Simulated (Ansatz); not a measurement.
CH3BClNOTe (`OC1([TeH])NB1Cl`) at its PBE0-D4/def2-TZVP geometry, where that method's forces vanish. The species carries charge 0 and has multiplicity 1. Te: def2 effective core potential.

```json
{"atom": "O1", "x (Å)": "-0.421", "y (Å)": "-1.175", "z (Å)": "-0.894"}
{"atom": "C2", "x (Å)": "0.035", "y (Å)": "-0.211", "z (Å)": "0.006"}
{"atom": "Te3", "x (Å)": "-0.847", "y (Å)": "-0.429", "z (Å)": "1.973"}
{"atom": "N4", "x (Å)": "0.141", "y (Å)": "1.092", "z (Å)": "-0.581"}
{"atom": "B5", "x (Å)": "1.343", "y (Å)": "0.587", "z (Å)": "-0.233"}
{"atom": "Cl6", "x (Å)": "3.041", "y (Å)": "0.853", "z (Å)": "-0.230"}
{"atom": "H7", "x (Å)": "-0.373", "y (Å)": "-2.032", "z (Å)": "-0.461"}
{"atom": "H8", "x (Å)": "-2.398", "y (Å)": "-0.433", "z (Å)": "1.380"}
{"atom": "H9", "x (Å)": "-0.522", "y (Å)": "1.748", "z (Å)": "-0.960"}
```

(1) For each bond, give half the difference of the two atoms' forces along it (eV/Å; positive pushes the atoms apart) under PBE-D4, r2SCAN-D4, B3LYP-D4, ωB97M-V in def2-TZVPP. (Best estimate.)

Answers

(1) Computed: 
```csv
bond,length (Å),PBE-D4,r2SCAN-D4,B3LYP-D4,ωB97M-V
O1–C2,1.396,0.26,0.23,0.27,0.32
O1–H7,0.962,0.40,0.02,-0.07,-0.13
C2–Te3,2.166,0.11,0.11,0.14,-0.29
C2–N4,1.433,0.27,0.19,0.11,0.25
C2–B5,1.551,0.18,-0.01,-0.11,-0.02
Te3–H8,1.661,0.26,0.03,0.08,-0.14
N4–B5,1.351,0.42,0.23,0.02,0.03
N4–H9,1.007,0.01,-0.12,-0.10,-0.16
B5–Cl6,1.718,-0.12,-0.05,0.13,0.15
```

B3LYP here is the variant with VWN-RPA as its local correlation; programs differ in this.
